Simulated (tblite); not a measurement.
Parent: `[NH2:1][Si@@H:2]1[CH2:3][O:4][CH2:5][SiH2:6][NH:7]1` with H–N1–Si2–C3 -55° and 169°, N1–Si2–C3–O4 -154°, Si2–C3–O4–C5 71°, C3–O4–C5–Si6 -75°, O4–C5–Si6–N7 45°, C2H10N2OSi2.

The geometries are computed with GFN2-xTB (gas phase). One conformer each, not checked by frequencies here.

```json
{"coordinate of the parent": "N1–Si2", "value": "1.725 Å"}
{"coordinate of the parent": "Si2–C3", "value": "1.903 Å"}
{"coordinate of the parent": "C3–O4", "value": "1.417 Å"}
{"coordinate of the parent": "O4–C5", "value": "1.419 Å"}
{"coordinate of the parent": "C5–Si6", "value": "1.907 Å"}
{"coordinate of the parent": "Si6–N7", "value": "1.728 Å"}
{"coordinate of the parent": "Si2–N7", "value": "1.734 Å"}
{"coordinate of the parent": "N1–Si2–C3", "value": "107.9°"}
{"coordinate of the parent": "N1–Si2–N7", "value": "106.6°"}
{"coordinate of the parent": "C3–Si2–N7", "value": "106.2°"}
{"coordinate of the parent": "Si2–C3–O4", "value": "113.0°"}
{"coordinate of the parent": "C3–O4–C5", "value": "113.7°"}
{"coordinate of the parent": "O4–C5–Si6", "value": "112.9°"}
{"coordinate of the parent": "C5–Si6–N7", "value": "104.5°"}
{"coordinate of the parent": "Si2–N7–Si6", "value": "124.5°"}
```

How does the shared frame change in `[N:1]#[C:2][C@@H:3]1[O:4][CH2:5][SiH2:6][NH:7][Si@H:8]1[NH2:9]` with N7–Si8–N9–H 79° and -63°, C2–C3–O4–C5 -44°, C3–O4–C5–Si6 -66°, O4–C5–Si6–N7 24°, C5–Si6–N7–Si8 -6°, C3H9N3OSi2? Atoms pair as N1 = N9, Si2 = Si8, C3 = C3, O4 = O4, C5 = C5, Si6 = Si6, N7 = N7 (parent first).

```
    parent    relative  value in the relative  change
    N1–Si2      N9–Si8                1.719 Å  -0.006
    Si2–C3      Si8–C3                1.924 Å  +0.021
     C3–O4       C3–O4                1.426 Å  +0.009
     O4–C5       O4–C5                1.421 Å  +0.002
    C5–Si6      C5–Si6                1.915 Å  +0.008
    Si6–N7      Si6–N7                1.734 Å  +0.006
    Si2–N7      Si8–N7                1.737 Å  +0.003
 N1–Si2–C3   N9–Si8–C3                 103.5°    -4.4
 N1–Si2–N7   N9–Si8–N7                 118.4°   +11.8
 C3–Si2–N7   C3–Si8–N7                 102.7°    -3.5
 Si2–C3–O4   Si8–C3–O4                 109.6°    -3.4
  C3–O4–C5    C3–O4–C5                 115.0°    +1.3
 O4–C5–Si6   O4–C5–Si6                 114.7°    +1.8
 C5–Si6–N7   C5–Si6–N7                 106.0°    +1.5
Si2–N7–Si6  Si8–N7–Si6                 127.8°    +3.3
```

Of the parent's bonds, Si2–C3 changes most (+0.021 Å). Bonds of the relative outside the shared frame: N1≡C2 1.146, C2–C3 1.431 Å. Point group C1 → C1.

How does the shared frame change in `[NH2:1][Si@@H:2]1[NH:3][SiH2:4][CH2:5][O:6][C@@H:7]1[O:8][CH:9]=[O:10]` with H–N1–Si2–N3 -33° and -168°, O6–C7–O8–C9 -171°, C7–O8–C9–O10 2°, N1–Si2–N3–Si4 -76°, Si2–N3–Si4–C5 -9°, N3–Si4–C5–O6 -50°, Si4–C5–O6–C7 81°, C3H10N2O3Si2? Atoms pair as N1 = N1, Si2 = Si2, C3 = C7, O4 = O6, C5 = C5, Si6 = Si4, N7 = N3 (parent first).

```json
{"parent": "N1–Si2", "relative": "N1–Si2", "value in the relative": "1.726 Å", "change": "+0.001"}
{"parent": "Si2–C3", "relative": "Si2–C7", "value in the relative": "1.934 Å", "change": "+0.031"}
{"parent": "C3–O4", "relative": "C7–O6", "value in the relative": "1.370 Å", "change": "-0.047"}
{"parent": "O4–C5", "relative": "O6–C5", "value in the relative": "1.436 Å", "change": "+0.017"}
{"parent": "C5–Si6", "relative": "C5–Si4", "value in the relative": "1.904 Å", "change": "-0.003"}
{"parent": "Si6–N7", "relative": "Si4–N3", "value in the relative": "1.722 Å", "change": "-0.006"}
{"parent": "Si2–N7", "relative": "Si2–N3", "value in the relative": "1.745 Å", "change": "+0.011"}
{"parent": "N1–Si2–C3", "relative": "N1–Si2–C7", "value in the relative": "110.8°", "change": "+2.9"}
{"parent": "N1–Si2–N7", "relative": "N1–Si2–N3", "value in the relative": "104.3°", "change": "-2.3"}
{"parent": "C3–Si2–N7", "relative": "C7–Si2–N3", "value in the relative": "100.9°", "change": "-5.3"}
{"parent": "Si2–C3–O4", "relative": "Si2–C7–O6", "value in the relative": "118.7°", "change": "+5.7"}
{"parent": "C3–O4–C5", "relative": "C7–O6–C5", "value in the relative": "115.8°", "change": "+2.1"}
{"parent": "O4–C5–Si6", "relative": "O6–C5–Si4", "value in the relative": "107.7°", "change": "-5.2"}
{"parent": "C5–Si6–N7", "relative": "C5–Si4–N3", "value in the relative": "101.7°", "change": "-2.8"}
{"parent": "Si2–N7–Si6", "relative": "Si2–N3–Si4", "value in the relative": "124.2°", "change": "-0.3"}
```

Of the parent's bonds, C3–O4 changes most (-0.047 Å). Bonds of the relative outside the shared frame: C7–O8 1.465, O8–C9 1.290, C9=O10 1.208 Å. Point group C1 → C1.
